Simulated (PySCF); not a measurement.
Radial density of P (phosphorus, neutral)

UHF, [Ne] 3s1 3p3 4s1, high-spin 6S determinant (an excited configuration). All numbers are calculated (PySCF 2.14, no relativity, point nucleus, in aug-cc-pwCVTZ (8s7p5d3f, 75 functions)).

```
r (bohr)  4πr²ρ (e/bohr)  4πr²(ρα − ρβ)
 0.00136         0.04894         0.0002
 0.00229          0.1345         0.0005
 0.00386          0.3633         0.0013
 0.00649          0.9495         0.0034
  0.0109           2.354         0.0084
  0.0184           5.331         0.0190
  0.0309           10.39         0.0368
  0.0519           15.82         0.0564
  0.0873           16.38         0.0727
   0.147           11.57         0.1598
   0.247           12.83         0.4253
   0.416           15.67         0.3544
   0.699           6.773        -0.0113
    1.18           2.105         1.5116
    1.98           2.090         2.0851
    3.33          0.5517         0.5517
    5.60          0.2700         0.2700
    9.41        0.009271         0.0093
```

The outer electron is Rydberg-like, and this basis confines it to a smaller radius and binds it less than a complete one would.

Q: Where is the radial spin density 4πr²(ρα − ρβ) most negative, and why is it negative at all?

A: Around r = 0.699 bohr, down to -0.0113 e/bohr: exchange with the open shell polarises the paired shells in an unrestricted calculation.
